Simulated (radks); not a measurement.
Values are calculated unless marked as measured or tabulated.
Spherical jellium clusters: N electrons in a uniform positive sphere of charge N and radius rs N^(1/3), rs = 3.9 bohr. Level of theory: non-relativistic Kohn-Sham, LDA (Slater exchange, Perdew-Wang correlation), spin-polarised, spherical densities (a radial shooting solver with Libxc functionals). Levels are named by radial order and angular momentum (1s, 1p, 1d, 2s, ...), and open shells are averaged over m.

N = 9, configuration 1s2 1p6 1d(up 1, down 0). This is the lowest configuration that the search found. Occupied and some empty levels:

level    occupation  eigenvalue (eV)  <r> (bohr)
1s up             1          -4.7978       5.375
1s down           1          -4.6993       5.311
1p up             3          -3.5779       6.507
1p down           3          -3.4503       6.489
1d up             1          -2.1119       7.562
1d down           0          -1.9776       7.591
2s up             0          -1.6265       7.462
2s down           0          -1.5549       7.532
1f up             0         -0.57500       9.036
2p up             0         -0.48848       11.03
1f down           0         -0.45779       9.196
2p down           0         -0.43472       11.29

Energy (eV): total -15.8168, kinetic 15.907, external -318.20, Hartree 155.84, exchange-correlation -32.383, background 163.02.

Electron density:

r (bohr)  n(r) (e/bohr^3)
0.941            0.002715
1.95             0.003392
2.96             0.004221
3.97             0.004796
4.98             0.004740
5.99             0.003929
7.00             0.002647
8.01             0.001434
9.02            0.0006514
10.0            0.0002650
11.0            0.0001012
12.1           0.00003718
13.1           0.00001338
